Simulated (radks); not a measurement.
Problem. The table gives one normalised radial function P(r) = r R(r) of Ru2+ in [Kr] 4d6 (r in bohr). Method: scalar-relativistic Kohn-Sham, PBEsol, spin-polarised, spherical densities, finite nucleus; open shells are filled with parallel spins first (spin-orbit coupling, left out, can overturn this in heavy ions); Fermi nuclear charge, rms radius 4.4809 fm; computed with a radial shooting solver on a logarithmic mesh with Libxc functionals.

| r | P |
|---|---|
| 0.003557 | 0.0424 |
| 0.004745 | 0.0526 |
| 0.006328 | 0.0639 |
| 0.008373 | 0.0751 |
| 0.01117 | 0.0851 |
| 0.01478 | 0.0906 |
| 0.01971 | 0.0875 |
| 0.02608 | 0.0710 |
| 0.03478 | 0.0353 |
| 0.04639 | -0.0202 |
| 0.06138 | -0.0847 |
| 0.08186 | -0.1389 |
| 0.1083 | -0.1449 |
| 0.1445 | -0.0720 |
| 0.1927 | 0.0714 |
| 0.2549 | 0.2024 |
| 0.34 | 0.2084 |
| 0.4499 | 0.0319 |
| 0.6001 | -0.2360 |
| 0.8003 | -0.3610 |
| 1.059 | -0.1856 |
| 1.412 | 0.2241 |
| 1.869 | 0.5912 |
| 2.492 | 0.7060 |
| 3.298 | 0.5435 |
| 4.399 | 0.2737 |
| 5.867 | 0.0826 |
| 7.762 | 0.0140 |

Which n and l does it have? It may be an empty orbital.

Solution. n = 5, l = 0: the number of nodes gives n - l - 1 = 4, the rise at small r (about r^(l+1), flatter next to the nucleus through relativity) gives l, and the extent must fit the shell. The curve is that of 5s up; the table hardly tells the two spins apart. 5s up (empty): eigenvalue -19.628 eV, 4 radial nodes at r = 0.0422, 0.169, 0.466, 1.22 bohr, <r> = 2.70 bohr, 90 % of the charge inside 3.91 bohr.
